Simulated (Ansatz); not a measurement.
A run for Ansatz (an electronic-structure program): R-CCSD(T)/aug-cc-pV(D+d)Z on Cl2 (SMILES ClCl) with ghost functions, monomers drawn apart or pushed together. Files ending in .json are basis or fitting sets from the Basis Set Exchange.

Ansatz 0.2 input:
```yaml
crystal:
  periodic: [false, false, false]
  atoms:
    - {symbol: Cl, position_ang: [-0.23363829, 0.65695035, 5.19511986]}
    - {symbol: Cl, position_ang: [0.03246839, 0.12714757, 3.26174897]}
basis:
  gaussian:
    orbitals: aug-cc-pV_D+d_Z.json
    ghost_atoms:
      - {symbol: Cl, position_ang: [0.42443721, -0.56667185, -0.33204560]}
      - {symbol: H, position_ang: [0.01093015, 0.62973644, -0.54126735]}
magnetization: {spin_polarized: false}
correlation: {method: ccsd_t, electrons: outside_noble_gas}
scf: {lower_state_search: off}
```

Q: Predict the final total energy.

A: -919.3099 hartree (reference determinant -918.9699, T1 diagnostic 0.009).

Q: How many basis functions does it have, and what does it roughly cost on one machine?

A: 105 functions; about 5 core-seconds (a rough figure).
